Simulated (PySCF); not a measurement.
**Diatomic anions of Sr with the alkali metals**

CCSD(T) with double-zeta basis sets in PySCF, for the lowest determinant that a PBE0 search found; no spin–orbit coupling. De refers to high-spin ground-configuration atoms (the charge goes to the atom of lower measured ionisation energy or higher electron affinity, which is not always the lowest computed limit).

```json
{"M": "Li", "basis": "def2-SVPD", "reference, frozen orbitals": "RHF, 0", "charged atom": "Li−", "state (unpaired electrons)": "singlet (closed shell)", "Re (Å)": "4.005", "ωe (cm⁻¹)": "126", "De (eV)": "0.50"}
{"M": "Na", "basis": "def2-SVPD", "reference, frozen orbitals": "RHF, 1", "charged atom": "Na−", "state (unpaired electrons)": "singlet (closed shell)", "Re (Å)": "4.199", "ωe (cm⁻¹)": "70.0", "De (eV)": "0.54"}
{"M": "K", "basis": "def2-SVPD", "reference, frozen orbitals": "RHF, 5", "charged atom": "K−", "state (unpaired electrons)": "singlet (closed shell)", "Re (Å)": "4.860", "ωe (cm⁻¹)": "45.4", "De (eV)": "0.34"}
{"M": "Rb", "basis": "def2-SVPD", "reference, frozen orbitals": "RHF, 0", "charged atom": "Rb−", "state (unpaired electrons)": "singlet (closed shell)", "Re (Å)": "5.062", "ωe (cm⁻¹)": "35.8", "De (eV)": "0.34"}
{"M": "Cs", "basis": "def2-SVPD", "reference, frozen orbitals": "RHF, 0", "charged atom": "Cs−", "state (unpaired electrons)": "singlet (closed shell)", "Re (Å)": "5.320", "ωe (cm⁻¹)": "30.8", "De (eV)": "0.31"}
```

The shortest bond is that of SrLi⁻ (4.005 Å), the longest that of CsSr⁻ (5.320 Å).

Down a group the atoms grow and get heavier, so bonds lengthen and wavenumbers fall; this series shows no clear exception.

Correlated steps freeze the inner cores (0 to 5 orbitals); shallow outer-core shells are correlated. Weak bonds: CsSr⁻, KSr⁻, RbSr⁻. Basis-set superposition, not corrected here, can be much of De in a small basis, most of all at correlated wavefunction levels. Spin–orbit coupling is left out. For an ion De counts to the pair picked by the measured ionisation energies or electron affinities, which need not be the lowest pair at this level. The CCSD T1 diagnostic is raised in CsSr⁻, RbSr⁻, SrLi⁻, a sign that a single reference may not be enough there.
